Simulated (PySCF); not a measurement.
Spectrum to structure. Theory: TDDFT CAM-B3LYP/def2-SVPD, vertical, gas phase, core orbitals frozen in the response in PySCF 2.14.0, density-fitted response routines. Geometries: GFN2-xTB, one conformer each.

```json
{"state": "S1", "ν̃ (cm⁻¹)": "42270", "f": "0.0015", "main configurations (H = HOMO, L = LUMO)": "H→L (91%)"}
{"state": "S2", "ν̃ (cm⁻¹)": "58040", "f": "0.026", "main configurations (H = HOMO, L = LUMO)": "H→L+3 (37%), H→L+1 (29%), H→L+2 (12%)"}
{"state": "S3", "ν̃ (cm⁻¹)": "61280", "f": "0.032", "main configurations (H = HOMO, L = LUMO)": "H→L+2 (71%)"}
{"state": "S4", "ν̃ (cm⁻¹)": "64500", "f": "0.074", "main configurations (H = HOMO, L = LUMO)": "H-1→L (35%), H→L+1 (24%), H→L+4 (12%)"}
{"state": "S5", "ν̃ (cm⁻¹)": "65430", "f": "0.125", "main configurations (H = HOMO, L = LUMO)": "H-1→L (45%), H→L+1 (21%), H→L+3 (10%)"}
{"state": "S6", "ν̃ (cm⁻¹)": "67060", "f": "0.030", "main configurations (H = HOMO, L = LUMO)": "H→L+4 (42%), H→L+3 (12%), H-1→L (12%)"}
{"state": "S7", "ν̃ (cm⁻¹)": "67250", "f": "0.0065", "main configurations (H = HOMO, L = LUMO)": "H-1→L+1 (60%)"}
{"state": "S8", "ν̃ (cm⁻¹)": "68930", "f": "0.0078", "main configurations (H = HOMO, L = LUMO)": "H-1→L+2 (70%)"}
```

Orbital energies (eV): HOMO-3 -10.33, HOMO-2 -10.22, HOMO-1 -9.86, HOMO -8.68, LUMO 1.17, LUMO+1 1.40, LUMO+2 1.68.

Problem. Which candidate is it? All have the formula C6H11N.
A. `[H]/N=C\CC1CCC1`
B. `C1=CCCNCC1`
C. `[H]/N=C(/C=C)CCC`

Solution. A. Its S1 lies at 5.24 eV; the nearest of the others has S1 at 5.79 eV. S1 is HOMO→LUMO (91%). Löwdin shares by element: HOMO nitrogen 56%, carbon 24% or more, hydrogen 8% or more; LUMO carbon 41% or more, nitrogen 33%, hydrogen 5% or more (atoms not listed hold the other 21%). At the same level the other candidates give, for their lowest levels:
- `[H]/N=C(/C=C)CCC`: 4.68 eV (f 0.000); 6.26 eV (f 0.426); 7.27 eV (f 0.008); 7.32 eV (f 0.032); 7.52 eV (f 0.024); T1 3.64 eV; HOMO -8.80, LUMO -0.05 eV
- `C1=CCCNCC1`: 5.79 eV (f 0.051); 5.91 eV (f 0.006); 6.53 eV (f 0.029); 6.77 eV (f 0.006); 6.93 eV (f 0.005); T1 4.16 eV; HOMO -7.44, LUMO 1.33 eV

Conformer computed: `[H]/[N:1]=[CH:2]\[CH2:3][CH:4]1[CH2:5][CH2:6][CH2:7]1`: N1–C2–C3–C4 121°, C2–C3–C4–C5 -72°.
Triplets come from the Tamm–Dancoff approximation.
